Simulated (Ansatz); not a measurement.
Ideal-gas functions of CH$_{4}$FGe (`[CH3][GeH][F]`) radical at 500 K and 1 bar, from an Ansatz frequency run at PBE0-D4/def2-TZVP.

Molar mass 107.65 g/mol, point group C1 (symmetry number 1), electronic degeneracy 2, moments of inertia 36.025, 79.966, 109.54 u Å². Harmonic wavenumbers (cm⁻¹, unscaled): 106, 192, 523, 587, 661, 682, 781, 844, 1237, 1436, 1447, 2043, 3059, 3153, 3171.

Use S(trans) = R[1.5 ln M + 2.5 ln T − 1.1517]; rotational temperatures θ = 24.2544 K / I; S(rot) = R[ln(√π/σ · √(T³/θAθBθC)) + 1.5]; for each mode x = 1.438777 ν̃/T, S = R[x/(eˣ − 1) − ln(1 − e⁻ˣ)] and H = RT x/(eˣ − 1); 1 cm⁻¹ = 0.0119627 kJ/mol; R = 8.31446 J/(mol·K).

Task: By hand: the entropy, in J/(mol·K).

Result: Translation 178.0. Rotation: θ = 0.6733, 0.3033, 0.2214 K, giving 107.6. Vibration, mode by mode: 18.22, 13.35, 5.66, 4.88, 4.12, 3.93, 3.14, 2.72, 1.11, 0.69, 0.68, 0.16, 0.01, 0.01, 0.01, in all 58.7. Electronic 5.8. Sum 350.1 J/(mol·K).

Task: By hand: H − E and G − E in kJ/mol, counted from the electronic energy.

Result: Zero-point energy ½ × 19922 × 0.0119627 = 119.2; thermal vibration 15.9; translation, rotation and pV give 4 RT = 16.6. H − E = 151.7 kJ/mol, and G − E = 151.7 − 500 × 350.1/1000 = -23.3 kJ/mol.

Vibration gives 17 % of the entropy, 18.2 J/(mol·K) of it from the mode under 150 cm⁻¹: soft modes count most, and the harmonic formula is weakest for them. The sum counts one conformer and one mirror image; others add a mixing term.
